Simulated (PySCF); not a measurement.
C2H5O, SMILES [CH2]CO, multiplicity 2.

Coordinates come from a B3LYP-D3(BJ)/def2-TZVP optimisation. The isomer is the one that the SMILES or the coordinates give; other isomers of the formula were not compared. Other conformers were not sampled.

These are PBE0/def2-TZVPD (PySCF) values and carry that method's errors.

| Quantity | Value |
|---|---|
| total energy | -154.25421 hartree |
| α spin, highest occupied and lowest empty level | -6.43 and 0.33 eV |
| β spin, highest occupied and lowest empty level | -8.12 and -1.73 eV |
| dipole moment | 1.56 D |
| quadrupole, principal values (traceless, Buckingham form, about the centre of nuclear charge) | -3.96, 0.45, 3.51 D·Å |
| mean static polarisability | 33.1 bohr³ (4.90 Å³) |
| polarisability, principal values | 29.6, 33.0, 36.6 bohr³ |
| ⟨S²⟩ | 0.755 (pure state 0.75) |
